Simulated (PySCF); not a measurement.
**AlSn: one state, many levels of theory**

State: ⁴Σ⁻ (quartet), unpaired electrons σ ↑, π ↑↑. Set-up: PySCF, scalar-relativistic core potentials, basis sets Al cc-pV(D+d)Z, Sn cc-pVDZ-PP with ECP28. De refers to Al + Sn in their high-spin ground configurations, without counterpoise correction. The functionals are run spin-unrestricted. A positive dipole means Al(−)Sn(+).

```tsv
Level	Re (Å)	ωe (cm⁻¹)	De (eV)	μ (D)	CPU s a point (SCF and correlation, without the integrals)
UHF	2.740	239	1.33	-1.93	0.086
UHF-MP2	2.678	270	1.96	n/a	0.14
UHF-SCS-MP2	2.683	267	1.75	n/a	n/a
UHF-CCSD	2.704	261	1.81	n/a	n/a
UHF-CCSD(T)	2.700	263	1.92	n/a	3
PBE	2.685	257	2.36	-0.54	0.49
PBEsol	2.662	264	2.56	-0.60	0.53
r²SCAN	2.662	267	2.36	-0.83	0.71
TPSSh	2.663	266	2.23	-0.67	0.8
r²SCANh	2.658	269	2.31	-0.93	0.75
PBE0	2.662	267	2.23	-0.81	0.75
```

(1) Which functional lies closest to UHF-CCSD(T) in De, which farthest, and by how much do they differ from it?

(2) What does a quarter of exact exchange do here, going from PBE to PBE0?

(3) What does the step from GGA to meta-GGA do here, going from PBE to r²SCAN?

Correlated steps freeze 9 core orbitals. Correlated levels converge slowly with the basis: in double zeta they bind strong bonds too weakly, by up to about 1 eV, and carry superposition errors of some tenths. Spin–orbit coupling is left out, which matters for elements this heavy, above all for dissociation energies. The state is the lowest determinant that a PBE0 search found; another state may lie lower at other levels.

The whole job (state search and all levels along the bond) took about 1.8 min on 1 thread of Arm Neoverse V2 (shared host), peak memory 0.52 GiB.

Answers

(1) Closest is TPSSh (-3.7 pm in Re, +1.1 % in ωe, +0.31 eV in De against UHF-CCSD(T) in the same basis), farthest PBEsol (-3.8 pm in Re, +0.4 % in ωe, +0.64 eV in De). CCSD(T) converges more slowly with the basis than the functionals do and binds too weakly in this one, so the order can change at the basis-set limit.

(2) PBE0 less PBE: -2.3 pm in Re, +3.9 % in ωe, -0.13 eV in De. Exact exchange removes part of the self-interaction that spreads semilocal densities, and in most molecules shortens and stiffens the bond and lowers De; so it does here.

(3) r²SCAN less PBE: -2.3 pm in Re, +3.9 % in ωe, +0.00 eV in De.
